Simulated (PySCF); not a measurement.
## UHF on F(2+) (fluorine, charge +2)

Configuration: [He] 2s1 2p3 3d1, high-spin 6D determinant (an excited configuration). All numbers are calculated (PySCF 2.14, the non-relativistic Hamiltonian (point nucleus), in dyall-av3z).

```
Total energy                                                  : -95.496174 hartree
One-electron energy                                           : -121.1912 hartree
Hartree (Coulomb) energy                                      : 34.7976 hartree
Exchange energy                                               : -9.1025 hartree
Kinetic energy                                                : 96.00712 hartree
⟨S²⟩                                                          : 8.7500
⟨L²⟩                                                          : 6.002
Sum of ⟨r⟩                                                    : 5.895 bohr
Sum of ⟨r²⟩                                                   : 8.760 bohr²
Traceless quadrupole moment −½Σ⟨3z² − r²⟩ along its main axis : 1.50 e·bohr²
Density at the nucleus (Gaussians lack the cusp)              : 438 bohr⁻³
Spin density at the nucleus                                   : 14.5 bohr⁻³
Langevin diamagnetic susceptibility                           : -6.94 ×10⁻⁶ cm³/mol
```

| shell | electrons | mean orbital energy (eV) | spread (eV) | rms radius, mean of both spins (bohr) |
| --- | --- | --- | --- | --- |
| 1s α | 1 | -783.53 | 0 | 0.204 |
| 1s β | 1 | -775.19 | 0 | 0.204 |
| 2s α | 1 | -100.01 | 0 | 0.943 |
| 2p α | 3 | -76.319 | 0.077 | 0.921 |
| 3d α | 1 | -11.698 | 0 | 2.29 |

The outer electron is Rydberg-like, and this basis confines it to a smaller radius and binds it less than a complete one would.

Spin-orbit constants ζ (cm⁻¹) from the X2C one-electron operator on these orbitals (non-relativistic here): bare nucleus, nucleus screened by l(l+1)(2l+1)/3 electrons, and screened by the Breit-Pauli mean field of the electrons.

```tsv
shell	bare	screened nucleus	mean field
2p	606.2	471.5	420.6
3d	12.24	4.080	3.765
```

To first order the Landé constant is A = 0.7530 cm⁻¹, so the lowest level has J = 1/2 and lies 0.000654 eV below the centre of the term. This holds in LS coupling only.
